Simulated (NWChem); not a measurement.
All runs are NWChem calculations. System: F₃In, charge 0, spin multiplicity 1, at a geometry optimised with PBE/def2-SVP with def2 effective core potentials on In. The structure started from a generated list of species. Level: PBE/def2-TZVPD with def2 effective core potentials on In.

Output (cleaned and shortened):

```
             Northwest Computational Chemistry Package (NWChem) 7.3.0
             --------------------------------------------------------

                                NWChem Input Module
                                -------------------

 Scaling coordinates for geometry "geometry" by  1.889725989
 (inverse scale =  0.529177249)

 Turning off AUTOSYM since
 SYMMETRY directive was detected!

                             Geometry "geometry" -> ""
                             -------------------------

 Output coordinates in angstroms (scale by  1.889725989 to convert to a.u.)

  No.       Tag          Charge          X              Y              Z
 ---- ---------------- ---------- -------------- -------------- --------------
    1 In                  49.0000     0.00000000     0.00000000     0.00005900
    2 F                    9.0000     0.00000000     0.00000000     1.95831700
    3 F                    9.0000    -1.69577300     0.00000000    -0.97932000
    4 F                    9.0000     1.69577300     0.00000000    -0.97932000

 Effective nuclear repulsion energy (a.u.)     395.4225226348

            Nuclear Dipole moment (a.u.)
            ----------------------------
        X                 Y               Z
 ---------------- ---------------- ----------------
     0.0000000000     0.0000000000    -0.0000302356

      Symmetry information
      --------------------

 Group name             C2v
 Group number             16
 Group order               4
 No. of unique centers     3

      Symmetry unique atoms

     1    2    3


 Summary of "ao basis" -> "" (spherical)
 ------------------------------------------------------------------------------
       Tag                 Description            Shells   Functions and Types
 ---------------- ------------------------------  ------  ---------------------
 *                         def2-tzvpd                 on all atoms

 Summary of "ao basis" -> "ao basis" (spherical)
 ------------------------------------------------------------------------------
       Tag                 Description            Shells   Functions and Types
 ---------------- ------------------------------  ------  ---------------------
 In                        def2-tzvpd               18       56   7s5p4d2f
 F                         def2-tzvpd               14       40   6s4p3d1f

 Summary of "ao basis" -> "ao basis" (spherical)
 ------------------------------------------------------------------------------
       Tag                 Description            Shells   Functions and Types
 ---------------- ------------------------------  ------  ---------------------
 In                        def2-tzvpd               18       56   7s5p4d2f
 F                         def2-tzvpd               14       40   6s4p3d1f

      Symmetry analysis of basis
      --------------------------

        a1         69
        a2         23
        b1         49
        b2         35

            General Information
            -------------------
          SCF calculation type: DFT
          Wavefunction type:  closed shell.
          No. of atoms     :     4
          No. of electrons :    48
           Alpha electrons :    24
            Beta electrons :    24
          Charge           :     0
          Spin multiplicity:     1
          Use of symmetry is: on ; symmetry adaption is: on
          Maximum number of iterations: 100
          AO basis - number of functions:   176
                     number of shells:    60
          Convergence on energy requested:  1.00D-06
          Convergence on density requested:  1.00D-05
          Convergence on gradient requested:  5.00D-04

              XC Information
              --------------
          PerdewBurkeErnzerhof Exchange Functional  1.000
            Perdew 1991 LDA Correlation Functional  1.000 local
           PerdewBurkeErnz. Correlation Functional  1.000 non-local

             Grid Information
             ----------------
          Grid used for XC integration:  medium
          Radial quadrature: Mura-Knowles
          Angular quadrature: Lebedev.
          Tag              B.-S. Rad. Rad. Pts. Rad. Cut. Ang. Pts.
          ---              ---------- --------- --------- ---------
[...]
    16 a1         17 a1         18 b1         19 b2         20 b1
    21 b2         22 a2         23 a1         24 b1         25 a1
    26 b2         27 b1         28 a1         29 a1         30 a1
    31 b1         32 b2         33 a2         34 a1

------------------------------------------------------------
EAF file 0: "./mol.aoints.0" size=524288 bytes
------------------------------------------------------------
               write      read    awrite     aread      wait
               -----      ----    ------     -----      ----
     calls:        1         0         0         0         0
   data(b): 5.24e+05  0.00e+00  0.00e+00  0.00e+00
   time(s): 0.00e+00  0.00e+00  0.00e+00  0.00e+00  0.00e+00
rate(mb/s): 0.00e+00  0.00e+00
------------------------------------------------------------

   convergence    iter        energy       DeltaE   RMS-Dens  Diis-err    time
 ---------------- ----- ----------------- --------- --------- ---------  ------
 d= 0,ls=0.0,diis     1   -489.3873284173 -6.81D+02  2.74D-02  1.96D+00     7.5
 d= 0,ls=0.0,diis     2   -488.0140560164  1.37D+00  1.65D-02  1.76D+01     8.3
 d= 0,ls=0.0,diis     3   -489.6042764203 -1.59D+00  1.25D-03  2.86D-02     9.0
 d= 0,ls=0.0,diis     4   -489.6069323597 -2.66D-03  3.54D-04  4.46D-03     9.7
 d= 0,ls=0.0,diis     5   -489.6069408333 -8.47D-06  1.90D-04  4.01D-03    10.4
  Resetting Diis
 d= 0,ls=0.0,diis     6   -489.6072797546 -3.39D-04  4.47D-05  6.05D-05    11.1
 d= 0,ls=0.0,diis     7   -489.6072848361 -5.08D-06  1.06D-05  2.51D-06    11.8
 d= 0,ls=0.0,diis     8   -489.6072845317  3.04D-07  7.99D-06  6.74D-06    12.6

         Total DFT energy =     -489.607284531746
      One electron energy =    -1134.617174499117
           Coulomb energy =      501.746252433074
    Exchange-Corr. energy =      -47.867064927495
 Nuclear repulsion energy =      191.130702461792

 Numeric. integr. density =       48.000014267998

     Total iterative time =     10.9s

                  Occupations of the irreducible representations
                  ----------------------------------------------

                     irrep           alpha         beta
                     --------     --------     --------
                     a1               11.0         11.0
                     a2                2.0          2.0
                     b1                7.0          7.0
                     b2                4.0          4.0

                       DFT Final Molecular Orbital Analysis
                       ------------------------------------

 Vector   22  Occ=2.000000D+00  E=-3.439913D-01  Symmetry=b1
              MO Center= -1.2D-12, -5.0D-17, -6.2D-03, r^2= 4.3D+00
   Bfn.  Coefficient  Atom+Function         Bfn.  Coefficient  Atom+Function
  ----- ------------  ---------------      ----- ------------  ---------------
    63      0.290180  2 F  px               105      0.252277  3 F  pz
   145     -0.252277  4 F  pz                66      0.231813  2 F  px
   108      0.201526  3 F  pz               148     -0.201526  4 F  pz
    69      0.158533  2 F  px               103     -0.146162  3 F  px
   143     -0.146162  4 F  px               111      0.137889  3 F  pz

 Vector   23  Occ=2.000000D+00  E=-3.411009D-01  Symmetry=a1
              MO Center= -1.8D-10,  4.3D-15, -6.4D-01, r^2= 3.8D+00
   Bfn.  Coefficient  Atom+Function         Bfn.  Coefficient  Atom+Function
  ----- ------------  ---------------      ----- ------------  ---------------
   105      0.320674  3 F  pz               145      0.320674  4 F  pz
   108      0.255532  3 F  pz               148      0.255532  4 F  pz
   111      0.185243  3 F  pz               151      0.185243  4 F  pz
    65      0.170491  2 F  pz                25      0.166310  1 In d  0
    68      0.137883  2 F  pz                27     -0.096019  1 In d  2

 Vector   24  Occ=2.000000D+00  E=-3.410890D-01  Symmetry=b1
              MO Center=  1.9D-10,  7.8D-16,  6.5D-01, r^2= 3.8D+00
   Bfn.  Coefficient  Atom+Function         Bfn.  Coefficient  Atom+Function
  ----- ------------  ---------------      ----- ------------  ---------------
    63      0.371483  2 F  px                66      0.295349  2 F  px
    69      0.219703  2 F  px               103      0.220197  3 F  px
   143      0.220197  4 F  px                26      0.192031  1 In d  1
   106      0.176814  3 F  px               146      0.176814  4 F  px
   109      0.116982  3 F  px               149      0.116982  4 F  px

 Vector   25  Occ=0.000000D+00  E=-1.754286D-01  Symmetry=a1
              MO Center=  1.0D-15,  1.2D-14,  2.1D-04, r^2= 3.5D+00
   Bfn.  Coefficient  Atom+Function         Bfn.  Coefficient  Atom+Function
  ----- ------------  ---------------      ----- ------------  ---------------
     5      0.678263  1 In s                  6      0.624794  1 In s
     2      0.596332  1 In s                  1     -0.439234  1 In s
     3     -0.375865  1 In s                  4     -0.226736  1 In s
    65      0.196365  2 F  pz               103     -0.169998  3 F  px
   143      0.169998  4 F  px                68      0.161864  2 F  pz

 Vector   26  Occ=0.000000D+00  E=-9.027040D-02  Symmetry=b2
              MO Center= -3.1D-16, -1.2D-14,  9.9D-05, r^2= 4.0D+00
   Bfn.  Coefficient  Atom+Function         Bfn.  Coefficient  Atom+Function
  ----- ------------  ---------------      ----- ------------  ---------------
    18      0.591769  1 In py                15      0.406561  1 In py
    21      0.349363  1 In py                12     -0.333466  1 In py
    64     -0.119930  2 F  py               104     -0.119919  3 F  py
   144     -0.119919  4 F  py                67     -0.094951  2 F  py
   107     -0.094942  3 F  py               147     -0.094942  4 F  py

 Vector   27  Occ=0.000000D+00  E=-6.147566D-03  Symmetry=b1
              MO Center= -6.8D-15,  7.6D-16,  2.0D-01, r^2= 9.3D+00
   Bfn.  Coefficient  Atom+Function         Bfn.  Coefficient  Atom+Function
  ----- ------------  ---------------      ----- ------------  ---------------
    20      1.019039  1 In px                17      0.685341  1 In px
   102      0.475331  3 F  s                142     -0.475331  4 F  s
    14      0.220480  1 In px                11     -0.186118  1 In px
    72     -0.139800  2 F  px               114      0.133965  3 F  pz
   154     -0.133965  4 F  pz               101      0.121967  3 F  s

 center of mass
 --------------
 x =   0.00000000 y =   0.00000000 z =   0.00000707

 moments of inertia (a.u.)
 ------------------
         390.319009552282           0.000000000000           0.000000000000
           0.000000000000         780.512596104858           0.000000000000
           0.000000000000           0.000000000000         390.193586552576

     Multipole analysis of the density
     ---------------------------------

     L   x y z        total         alpha         beta         nuclear
     -   - - -        -----         -----         ----         -------
     0   0 0 0      0.000000    -24.000000    -24.000000     48.000000

     1   1 0 0     -0.000000     -0.000000     -0.000000      0.000000
     1   0 1 0     -0.000000     -0.000000     -0.000000      0.000000
     1   0 0 1      0.000851      0.002002      0.002002     -0.003152

     2   2 0 0    -33.143946   -108.994026   -108.994026    184.844107
     2   1 1 0     -0.000000     -0.000000     -0.000000      0.000000
     2   1 0 1      0.000000      0.000000      0.000000      0.000000
     2   0 2 0    -23.972680    -11.986340    -11.986340      0.000000
     2   0 1 1      0.000000      0.000000      0.000000      0.000000
     2   0 0 2    -33.144507   -109.024015   -109.024015    184.903522

 Task  times  cpu:       12.6s     wall:       12.6s

 Total times  cpu:       12.6s     wall:       12.6s
```

### Question
Write an NWChem input that would produce this output.

### Answer
One answer among several that fit: 
```
start mol
memory heap 200 mb stack 900 mb global 1100 mb
geometry units angstroms nocenter noautoz
  In     0.000000     0.000000     0.000059
  F      0.000000     0.000000     1.958317
  F     -1.695773     0.000000    -0.979320
  F      1.695773     0.000000    -0.979320
  symmetry group C2v
end
basis spherical
  * library def2-tzvpd
end
ecp
  In library def2-ecp
end
dft
  xc xpbe96 cpbe96
  semidirect memsize 60000000 filesize 0
  iterations 100
end
task dft energy
```
